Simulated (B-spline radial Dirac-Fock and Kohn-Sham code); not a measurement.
## Total and shell-resolved photoionisation of Si¹⁰⁺

System: the Si¹⁰⁺ ion, configuration [He] 2s2.

Method: a relativistic central-field model (Hartree-Slater potential of the initial state, Latter tail, multipole expansion of the photon field, Dirac-Fock thresholds). Computed with a radial finite-basis atomic code.

Computed thresholds (eV): K 2297.3, L1 471.6.

```csv
photon energy (eV),total (b),K (%),L (%)
1000,49030,–,100.0
3930,23160,92.6,7.4
7880,3222,91.8,8.2
12000,928.3,91.6,8.4
22162.9,143.5,91.2,8.8
30000,55.90,91.1,8.9
31800,46.57,91.1,8.9
57600,7.078,90.9,9.1
111000,0.8610,90.8,9.2
```

Question: With what power of the photon energy does the total fall between 57600 and 111000 eV?

Answer: As E^-3.21. The non-relativistic Born limit for an s electron far above threshold is E^-3.5; near threshold and at relativistic energies the fall is slower.
